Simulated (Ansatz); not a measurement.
Stepwise reaction of `BOC` with hydrogen chloride, as a gas-phase model of exchange steps in deposition or etching. ΔE in kJ/mol.

Computed with Ansatz on PBE0-D4/def2-TZVP structures; ΔE is electronic, products minus reactants. CCSD(T)/CBS adds triple-zeta CCSD(T) − MP2 to the extrapolated MP2 energy (def2 sets, frozen cores). This one scheme is used for every species. DFT in def2-TZVPP. B3LYP here is the variant with VWN-RPA as its local correlation; programs differ in this. One conformer a species, not always the lowest.

```
step                    reaction  PBE-D4  B3LYP-D4  ωB97M-V  CCSD(T)/CBS
   1  `BOC` + HCl → `COBCl` + H₂   -79.0     -73.8    -75.0        -73.4
```

(1) Give the row of step 2, `COBCl` + HCl → `COB(Cl)Cl` + H₂. (An estimate is asked.)

(2) By hand: ΔE of the 2 steps together at CCSD(T)/CBS.

Results:

(1) Computed: 
```json
{"step": "2", "reaction": "`COBCl` + HCl → `COB(Cl)Cl` + H₂", "PBE-D4": "-62.8", "B3LYP-D4": "-57.5", "ωB97M-V": "-58.3", "CCSD(T)/CBS": "-56.4"}
```

(2) (-73.4) + (-56.4) = -129.8 kJ/mol, or -64.9 kJ/mol a step.

In ΔE each step is higher than the one before. All are downhill at CCSD(T)/CBS. PBE-D4 differs from CCSD(T)/CBS by -6.4 to -5.6 kJ/mol a step. Isolated molecules leave out the surface, adducts and barriers. Largest T1 diagnostic: 0.014.
